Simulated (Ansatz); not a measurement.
Mulliken charges of CH4FISi (`FC[SiH2]I`) from ωB97M-V/def2-TZVPP in Ansatz (PBE0-D4/def2-TZVP geometry).

| atom | x (Å) | y (Å) | z (Å) | charge (e) |
| --- | --- | --- | --- | --- |
| F1 | 0.021 | 1.937 | 0.063 | -0.227 |
| C2 | 0.231 | 0.717 | 0.683 | -0.066 |
| Si3 | 0.038 | -0.713 | -0.538 | 0.210 |
| I4 | -2.255 | -0.822 | -1.349 | -0.133 |
| H5 | -0.474 | 0.621 | 1.515 | 0.116 |
| H6 | 1.247 | 0.710 | 1.098 | 0.111 |
| H7 | 0.350 | -1.976 | 0.176 | -0.009 |
| H8 | 0.936 | -0.531 | -1.702 | -0.001 |

Problem. By hand: the dipole of these point charges (1 e Å = 4.8032 D).

Solution. Σ q r = (0.367, -0.358, 0.305) e Å, of length 0.597 e Å = 2.87 D.

Problem. How does the dipole of the full density compare? (An estimate is asked.)

Solution. Computed: (0.277, -0.218, 0.269) e Å, 2.13 D; the point charges give 1.35 times that, at 8° from its direction.

Point charges leave out the atoms' own dipoles, such as those of lone pairs, and Mulliken's split depends on the basis, so the two needn't agree.
